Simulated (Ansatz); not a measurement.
Consider the redistribution: `[OH][Mg][SH]` + `CCBCC` → `C[CH2][Mg][OH]` + `CCBS`.

Computed with Ansatz on PBE0-D4/def2-TZVP structures; ΔE is electronic, products minus reactants. CBS: MP2 limit from def2 TZ/QZ plus the TZ coupled-cluster correction, frozen cores. This one scheme is used for every species. DFT in def2-TZVPP. HSE06 is defined as in plane-wave codes. For Mg outer-core shells are correlated without core-valence functions, which leaves a few kJ/mol of doubt a bond. One conformer a species, not always the lowest.

```tsv
level	ΔE (kJ/mol)	difference from CCSD(T)/CBS
revPBE-D4	55.4	-9.2
HSE06-D4	64.9	0.3
ωB97X-V	70.2	5.6
revPBE	55.7	-8.9
r2SCAN	67.8	3.2
HSE06	64.9	0.3
CAM-B3LYP	68.5	3.9
LC-ωPBE	71.4	6.8
HF/CBS(def2)	93.3	28.7
CCSD/CBS(def2)	69.8	5.2
CCSD(T)/CBS	64.6	0
```

Largest T1 diagnostic among the species: 0.012.

From r2SCAN to r2SCAN0 (25 % exact exchange), in def2-TZVPP and without D4, ΔE moves by +5.0 kJ/mol. Leaving LDA and LC-ωPBE aside and taking each functional with its dispersion term where it has one, the values, not all of them listed here, spread over 20.0 kJ/mol, from PBE-D4 to BHLYP-D4.
